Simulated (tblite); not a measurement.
Species: C₆H₁₂N₂SSi.
Numbering: `[CH3:1][NH:2][Si@@:3]1([C:4]#[N:5])[CH2:6][CH2:7][C@@H:8]1[S:9][CH3:10]` (hydrogens: H11, H12, H13 on C1; H14 on N2; H15, H16 on C6; H17, H18 on C7; H19 on C8; H20, H21, H22 on C10)

Structure optimised with GFN2-xTB, isolated species.

(1) Give the optimised bond lengths and angles.

Answers

(1) 
| bond | length (Å) |
| --- | --- |
| C1–N2 | 1.445 |
| N2–Si3 | 1.710 |
| Si3–C4 | 1.867 |
| C4≡N5 | 1.145 |
| Si3–C6 | 1.922 |
| C6–C7 | 1.543 |
| C7–C8 | 1.538 |
| C8–S9 | 1.815 |
| S9–C10 | 1.818 |
| Si3–C8 | 1.911 |
| C1–H11, C1–H12, C1–H13 | 1.090 |
| N2–H14 | 1.009 |
| C6–H15 | 1.089 |
| C6–H16 | 1.088 |
| C7–H17 | 1.089 |
| C7–H18 | 1.090 |
| C8–H19 | 1.090 |
| C10–H20, C10–H21, C10–H22 | 1.086 |

Bonds in one row agree within 0.01 Å and their mean is given. A selection of angles:
| angle | degrees |
| --- | --- |
| N2–C1–H11 | 108.7 |
| N2–C1–H13 | 112.0 |
| H11–C1–H12 | 108.8 |
| C1–N2–Si3 | 124.3 |
| C1–N2–H14 | 112.2 |
| Si3–N2–H14 | 119.1 |
| N2–Si3–C4 | 105.1 |
| N2–Si3–C6 | 129.1 |
| N2–Si3–C8 | 115.8 |
| C4–Si3–C6 | 111.8 |
| C4–Si3–C8 | 117.5 |
| C6–Si3–C8 | 76.3 |
| Si3–C4–N5 | 177.2 |
| Si3–C6–C7 | 90.4 |
| Si3–C6–H15 | 114.3 |
| Si3–C6–H16 | 119.1 |
| C7–C6–H15 | 111.6 |
| C7–C6–H16 | 113.4 |
| H15–C6–H16 | 107.3 |
| C6–C7–C8 | 100.4 |
| C6–C7–H17 | 110.7 |
| C6–C7–H18 | 113.6 |
| C8–C7–H17 | 110.1 |
| C8–C7–H18 | 113.4 |
| H17–C7–H18 | 108.5 |
| C7–C8–S9 | 115.2 |
| C7–C8–H19 | 112.8 |
| S9–C8–H19 | 106.5 |
| Si3–C8–C7 | 91.0 |
| Si3–C8–S9 | 116.8 |
| Si3–C8–H19 | 114.3 |
| C8–S9–C10 | 99.5 |
| S9–C10–H20 | 106.9 |
| S9–C10–H21 | 109.6 |
| H20–C10–H21 | 110.0 |
| H21–C10–H22 | 110.6 |

Dihedral angles: C1–N2–Si3–C4 -41° (synclinal); N2–Si3–C6–C7 121° (anticlinal); Si3–C6–C7–C8 -11° (synperiplanar); C6–C7–C8–S9 132° (anticlinal); C7–C8–S9–C10 73° (synclinal); N2–Si3–C8–C7 -136° (anticlinal).

Of the pairs four or more bonds apart, C4···H11 is among the closest relative to their van der Waals radii: 2.64 Å, 91 % of the sum of Bondi's values. S9 (sulfide sulfur) is bent (angle 99.5°). The 4-membered ring Si3–C6–C7–C8 has internal angles of 76.3° to 100.4° (sum 358°, against 360° for a flat polygon); it is puckered, 0.07 Å rms from its mean plane, widest ring torsion 11°. Si3 (four-coordinate silicon) has angles from 76.3° to 129.1°. The C–N distances run from 1.145 Å (C4≡N5, drawn triple) to 1.445 Å (C1–N2, drawn single), a spread of 0.300 Å. The 3 C–Si bonds span 1.867 Å (Si3–C4, drawn single) to 1.922 Å (Si3–C6, drawn single), a spread of 0.055 Å. N2 (silicon-bound nitrogen) has angles 124.3°, 119.1° and 112.2°, sum 355.6°, 0.16 Å off the plane of its three neighbours.

Point group: C1 (no symmetry element, even within 0.4 Å). Its GFN2-xTB frequencies are all real (lowest 42 cm⁻¹). One conformer, not necessarily the lowest. 3 starts were optimised and ended at 0.00, 0.97 and 0.97 kcal/mol (GFN2-xTB); the lowest of these is shown.

These are computed values.
